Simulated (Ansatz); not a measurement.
Species: BGeH₄, charge 0, doublet. BGeH4 (SMILES [BH2][GeH2], doublet).
B3LYP-D3(BJ)/def2-TZVP minimum from Ansatz (a program for electronic structure):
```
Ge
H 1 1.5375
H 1 1.5375 2 109.60
B 1 1.9814 2 125.20 3 -180.00
H 4 1.1875 1 118.95 2 180.00
H 4 1.1875 5 122.09 1 -180.00
```
Charge 0, spin multiplicity 2.

Total energies in cc-pVDZ, 11 correlated electrons, 15 frozen orbitals. Radicals and triplets start from unrestricted determinants; spin-orbit coupling is neglected. Correlated methods leave the cores frozen (noble-gas shells, and filled d and f shells in the p block). No relativity.

```tsv
method	program	energy (Eh)	minus CCSDT(Q) (mEh)
HF	Ansatz	-2102.28796	215.25
MP2	Ansatz	-2102.45725	45.96
CCSD	Ansatz	-2102.49672	6.49
CCSD(T)	Ansatz	-2102.50192	1.30
CCSDT(Q)	Ansatz	-2102.50321	0.00
```

Rough core times of Ansatz's runs on a shared machine: CCSD(T) under 20 s, CCSDT(Q) 70 s.
